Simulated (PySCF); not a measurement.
Isomers of CH4B3NO3, one conformer each; single-point electronic energies without zero-point terms and without any empirical dispersion term.

All values: PBE0/pcSseg-1 (PySCF, non-relativistic), each on one gas-phase PBE0-D3(BJ)/def2-SVP geometry that isn't relaxed in the solvent. The solvent is an IEF-PCM continuum (van der Waals radii × 1.2). The model holds no explicit solvent molecules, cavitation or dispersion.

```
              isomer  relative energy, gas (kJ/mol)  dipole (D)
       `C=NB1OBOBO1`                            0.0        2.51
`B1(/C=N/[H])OBOBO1`                           68.5        1.88
```

**Question.** How do the relative energies look in chloroform (ε = 4.711)?

**Answer.** 
```tsv
isomer	relative energy, solvent (kJ/mol)	E(solvent) − E(gas) (kJ/mol)	dipole in solvent (D)
`C=NB1OBOBO1`	0.0	-14.5	2.98
`B1(/C=N/[H])OBOBO1`	62.8	-20.2	2.27
```

The order is unchanged. Conformers: `[CH2:1]=[N:2][B:3]1[O:4][BH:5][O:6][BH:7][O:8]1` with C1–N2–B3–O4 92°; `[H]/[N:1]=[CH:2]/[B:3]1[O:4][BH:5][O:6][BH:7][O:8]1` with N1–C2–B3–O4 1°. `B1(/C=N/[H])OBOBO1` gains most from the continuum, while `C=NB1OBOBO1` has the largest gas-phase dipole. The gains span 5.7 kJ/mol, the gas-phase energies 68.5 kJ/mol.
